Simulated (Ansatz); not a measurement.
H6O4SSi2, SMILES `O[SiH](O)S[SiH](O)O`, relaxed with RKS PBE0-D4/def2-TZVP in the Gaussian-basis code of Ansatz from a GFN2-xTB geometry. The force threshold is 0.005 eV/Å; the program also tests the step.

Charge 0, multiplicity 1.

Start:

```xyz
13

O    -2.582   -1.643    1.044
Si   -1.392   -1.097    0.110
O    -1.894    0.222   -0.679
S     0.321   -0.593    1.334
Si    1.307    0.887    0.163
O     2.894    0.566    0.053
O     0.748    0.882   -1.370
H    -2.920   -1.132    1.775
H    -1.063   -2.226   -0.732
H    -1.249    0.729   -1.172
H     1.069    2.205    0.727
H     3.369    0.255    0.817
H     1.394    0.945   -2.069
```

```tsv
step	energy (eV)	largest force (eV/Å)	largest move (Å)
1	-34869.6361	0.587	0.000
2	-34869.6806	0.399	0.133
3	-34869.6928	0.117	0.038
4	-34869.6985	0.102	0.039
5	-34869.7057	0.459	0.110
6	-34869.7138	0.281	0.028
7	-34869.7232	0.202	0.094
8	-34869.7291	0.086	0.057
9 (rejected)	-34869.7259	0.809	0.147
10	-34869.7344	0.063	0.073
11 (rejected)	-34869.7331	0.651	0.098
14 (rejected)	-34869.7391	0.176	0.026
17	-34869.7405	0.023	0.024
20	-34869.7411	0.115	0.096
23 (rejected)	-34869.7440	0.315	0.191
26	-34869.7502	0.058	0.098
29	-34869.7545	0.061	0.072
32	-34869.7577	0.047	0.032
35	-34869.7597	0.045	0.017
38	-34869.7608	0.043	0.071
41	-34869.7613	0.019	0.029
44	-34869.7615	0.034	0.006
47	-34869.7618	0.035	0.008
50	-34869.7619	0.017	0.010
53	-34869.7619	0.004	0.002
```

End:

```xyz
13

O    -2.409   -1.272    1.305
Si   -1.399   -1.202    0.031
O    -1.730    0.120   -0.860
S     0.671   -1.180    0.649
Si    1.194    0.826    0.183
O     2.808    0.968    0.393
O     0.824    1.223   -1.375
H    -2.451   -0.513    1.891
H    -1.608   -2.474   -0.684
H    -1.010    0.552   -1.340
H     0.440    1.806    0.984
H     3.264    0.277    0.875
H     1.405    0.869   -2.053
```

It took 110 s on 2 threads of an AMD EPYC 7R13 on a shared host and a share of an NVIDIA H100 80 GB, with 0.97 GiB of host memory at the peak.
